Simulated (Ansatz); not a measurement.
Gas-phase electronic energies from Ansatz, PBE0-D4/def2-TZVP geometries. CBS: MP2 limit from def2 TZ/QZ plus the TZ coupled-cluster correction, frozen cores. Functionals use def2-TZVPP. Elements past krypton have def2 core potentials. For Te outer-core shells are correlated without core-valence functions, which leaves a few kJ/mol of doubt a bond. Each species was taken in one conformer, which may not be the lowest.

Reaction (ligand exchange at the Si–Te bond): `C[SiH2][TeH]` + `CSS` → `C[SiH2]SSC` + H₂Te

`C[SiH2][TeH]`:

Cartesian coordinates in Å:
```
C 0.070 -1.174 0.407
Si -0.286 0.274 -0.716
Te -0.480 2.433 0.531
H 0.118 -2.100 -0.173
H -0.710 -1.275 1.163
H 1.026 -1.040 0.917
H -1.609 0.134 -1.380
H 0.766 0.393 -1.760
H 1.106 2.355 1.011
```

`CSS`:

```xyz
7

C     0.459    0.001    0.855
S    -0.313    1.139   -0.311
S    -1.464   -0.091   -1.456
H     1.144   -0.677    0.346
H    -0.295   -0.562    1.402
H     1.023    0.624    1.553
H    -0.553   -0.435   -2.389
```

`C[SiH2]SSC`:

Z-matrix (Å, degrees):
```
C
Si 1 1.861
H 1 1.093 2 110.3
H 1 1.092 2 110.7 3 -120.2
H 1 1.092 2 110.2 3 119.6
S 2 2.148 1 112.0 3 -178.2
H 2 1.489 1 111.4 3 64.7
H 2 1.488 1 110.8 3 -56.9
S 6 2.060 2 97.1 1 65.0
C 9 1.800 6 102.0 2 90.3
H 10 1.089 9 110.7 6 61.0
H 10 1.090 9 110.9 6 -61.9
H 10 1.093 9 106.0 6 179.6
```

H₂Te:

Cartesian coordinates in Å:
```
Te 0.257 -0.724 -0.118
H -1.218 -0.050 0.214
H 0.961 0.774 -0.096
```

| level | ΔE (kJ/mol) |
| --- | --- |
| r2SCAN0-D4 | -1.9 |
| r2SCAN | -1.8 |

What does CCSD(T)/CBS give? (Best estimate.)

The calculation gave: -1.3 kJ/mol. The listed levels differ from it by -0.6, -0.5 kJ/mol.

Largest T1 diagnostic among the species: 0.011.

In def2-TZVPP, CCSD(T) changes the Hartree–Fock value by −8.7 kJ/mol (the triples alone add −1.9 kJ/mol) and MP2 by −6.9 kJ/mol. Leaving LDA and LC-ωPBE aside and taking each functional with its dispersion term where it has one, the values, not all of them listed here, spread over 10.6 kJ/mol, from B97M-V to PBE-QIDH. LDA lies −7.2 kJ/mol from PBE without D4.
